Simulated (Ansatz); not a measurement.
System: dimethylborinic acid, C$_{2}$H$_{7}$BO, charge 0, multiplicity 1. SMILES: CB(O)C
Structure (B3LYP-D3(BJ)/def2-TZVP (Ansatz, a program for electronic structure) minimum search):
```xyz
11

C      1.1177    -1.0752     0.0003
B      0.0332     0.0619    -0.0227
C     -1.4653    -0.2033     0.3947
O      0.4457     1.3010    -0.4268
H      0.7429    -2.0038    -0.4391
H      2.0414    -0.7926    -0.5061
H      1.3686    -1.3185     1.0395
H     -1.5281    -0.7936     1.3129
H     -2.0640     0.7017     0.5318
H     -1.9560    -0.8047    -0.3791
H     -0.2512     1.9653    -0.4027
```
Charge 0, spin multiplicity 1.

Property: vertical ionisation energy (to the doublet state of charge +1; each state is the SCF solution reached for its spin), in eV. Cores are frozen in the correlated levels unless marked. UHF or UKS for open shells. No spin-orbit coupling. Non-relativistic. CBS marks a two-point X^-3 extrapolation of the correlation energy; Hartree-Fock from the larger set. The bracket is a focal-point correction in the basis named.

RI-MP2/CBS(aug-cc-pVTZ,aug-cc-pVQZ)+[CCSD(T)-MP2]/aug-cc-pVTZ (Ansatz) gives 11.09 eV.

Question: Another calculation gave 10.84 eV. Which level was it?
A. B3LYP/def2-TZVPD (Ansatz)
B. wB97X-V/def2-TZVPD (Ansatz)
C. PBE/def2-TZVPD (Ansatz)
D. SVWN5/def2-TZVPD (Ansatz)

Answer: B, wB97X-V/def2-TZVPD (Ansatz). The others give 10.45 (SVWN5), 10.66 (B3LYP), 10.30 (PBE) eV.
